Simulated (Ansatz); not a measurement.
One change: `[SiH3]B[SiH2][SiH3]` becomes `[SiH3]B[SiH3]`.

Ansatz, PBE0-D4/def2-TZVP geometries, multiplicity 1. Each molecule was computed in one conformer, which needn't be the lowest.

| property | `[SiH3]B[SiH2][SiH3]` |
| --- | --- |
| HOMO energy (B3LYP/def2-TZVPP) / eV | -7.56 |
| HOMO–LUMO gap (ωB97M-V/def2-TZVPP) / eV | 8.85 |
| LUMO energy (ωB97M-V/def2-TZVPP) / eV | -0.93 |
| size of the dipole moment (B3LYP/def2-TZVPP) / D | 0.48 |
| HOMO energy (ωB97M-V/def2-TZVPP) / eV | -9.79 |
| LUMO energy (PBE0/def2-TZVPP) / eV | -2.83 |

Problem. What does the change do to each property? (Estimate.)

Solution. Ansatz gave: 
```
                                        property  `[SiH3]B[SiH3]`  shift
             HOMO energy (B3LYP/def2-TZVPP) / eV            -7.82  -0.26
         HOMO–LUMO gap (ωB97M-V/def2-TZVPP) / eV             9.20   0.35
           LUMO energy (ωB97M-V/def2-TZVPP) / eV            -0.91   0.02
size of the dipole moment (B3LYP/def2-TZVPP) / D             0.41  -0.07
           HOMO energy (ωB97M-V/def2-TZVPP) / eV           -10.11  -0.32
              LUMO energy (PBE0/def2-TZVPP) / eV            -2.88  -0.05
```

With PBE0 the HOMO falls by 0.25 eV and the LUMO falls by 0.05 eV, so the gap widens by about 0.20 eV. PBE moves the HOMO by -0.19 eV and ωB97M-V by -0.32 eV. Dipoles are sizes alone; their direction can turn.

B3LYP here is the variant with VWN-RPA as its local correlation; programs differ in this.
